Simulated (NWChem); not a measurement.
System meant: CH7BO2Si; SMILES COB(O)[SiH3]

The following NWChem deck was run.

```
start job
memory heap 200 mb stack 900 mb global 1100 mb
geometry units angstroms noautoz
  B      0.645867     0.098465    -0.001006
  O      1.992161    -0.091495     0.000107
  H      2.242978    -1.018617     0.000154
  O      0.243931     1.389580    -0.001765
  C     -1.083272     1.825653    -0.001499
  H     -1.272785     2.440729     0.892420
  H     -1.270634     2.447304    -0.891280
  H     -1.808552     0.992177    -0.005482
  Si    -0.653409    -1.492824    -0.001357
  H     -1.545865    -1.506864    -1.205317
  H     -1.544272    -1.508152     1.203786
  H      0.121476    -2.777966    -0.002493
end
basis spherical
  * library def2-svp
end
dft
  xc pbe0
  iterations 4
  mulliken
end
task dft energy
```

End of the output:

```
    Atom       Charge   Shell Charges
 -----------   ------   -------------------------------------------------------
    1 B    5     5.29   1.96  0.52  0.28  1.44  0.67  0.41
    2 O    8     7.97   1.97  0.85  0.55  2.70  1.88  0.02
    3 H    1     0.90   0.56  0.16  0.18
    4 O    8     8.02   1.97  0.86  0.54  2.74  1.88  0.02
    5 C    6     5.93   1.96  0.57  0.30  1.84  1.13  0.13
    6 H    1     0.97   0.65  0.26  0.06
    7 H    1     0.97   0.65  0.26  0.06
    8 H    1     0.98   0.65  0.27  0.07
    9 Si  14    13.73   2.00  1.93  0.67  0.36  5.82  1.35  1.39  0.20
   10 H    1     1.08   0.63  0.42  0.02
   11 H    1     1.08   0.63  0.42  0.02
   12 H    1     1.09   0.64  0.43  0.02

 center of mass
 --------------
 x =   0.12021873 y =   0.02370948 z =  -0.00004820

 moments of inertia (a.u.)
 ------------------
         587.189189531870          -0.000000000000           0.000000000000
          -0.000000000000         412.655505738777          -0.000000000000
           0.000000000000          -0.000000000000         967.506047879825

     Multipole analysis of the density
     ---------------------------------

     L   x y z        total         alpha         beta         nuclear
     -   - - -        -----         -----         ----         -------
     0   0 0 0     -0.000000    -24.000000    -24.000000     48.000000

     1   1 0 0     -0.363783     -0.181891     -0.181891     -0.000000
     1   0 1 0     -0.194513     -0.097257     -0.097257      0.000000
     1   0 0 1      0.000261      0.000130      0.000130     -0.000000

     2   2 0 0    -28.705551   -128.142158   -128.142158    227.578766
     2   1 1 0     -5.690409      2.533385      2.533385    -10.757179
     2   1 0 1     -0.000669      0.000933      0.000933     -0.002536
     2   0 2 0    -28.942340   -180.372520   -180.372520    331.802699
     2   0 1 1      0.001264     -0.002186     -0.002186      0.005636
     2   0 0 2    -28.949255    -22.496511    -22.496511     16.043766

 ------------------------------------------------------------------------
 dft energy failed                                                                                  0
 ------------------------------------------------------------------------
 ------------------------------------------------------------------------
  current input line :
    25: task dft energy
 ------------------------------------------------------------------------
 ------------------------------------------------------------------------
 This type of error is most commonly associated with calculations not reaching convergence criteria
 ------------------------------------------------------------------------
 For more information see the NWChem manual at https://nwchemgit.github.io

0:dft energy failed:Received an Error in Communication
```

Can this run be used? If not, why, and what is the fix?

The run did not converge; its last values are not results. Cause: the SCF was allowed too few iterations. This input runs:
```
start job
memory heap 200 mb stack 900 mb global 1100 mb
geometry units angstroms noautoz
  B      0.645867     0.098465    -0.001006
  O      1.992161    -0.091495     0.000107
  H      2.242978    -1.018617     0.000154
  O      0.243931     1.389580    -0.001765
  C     -1.083272     1.825653    -0.001499
  H     -1.272785     2.440729     0.892420
  H     -1.270634     2.447304    -0.891280
  H     -1.808552     0.992177    -0.005482
  Si    -0.653409    -1.492824    -0.001357
  H     -1.545865    -1.506864    -1.205317
  H     -1.544272    -1.508152     1.203786
  H      0.121476    -2.777966    -0.002493
end
basis spherical
  B library def2-svp
  O library def2-svp
  H library def2-svp
  C library def2-svp
  Si library def2-svp
end
dft
  xc pbe0
  iterations 150
  mulliken
end
task dft energy
```
It converges to -506.56050 Ha (PBE0/def2-SVP).
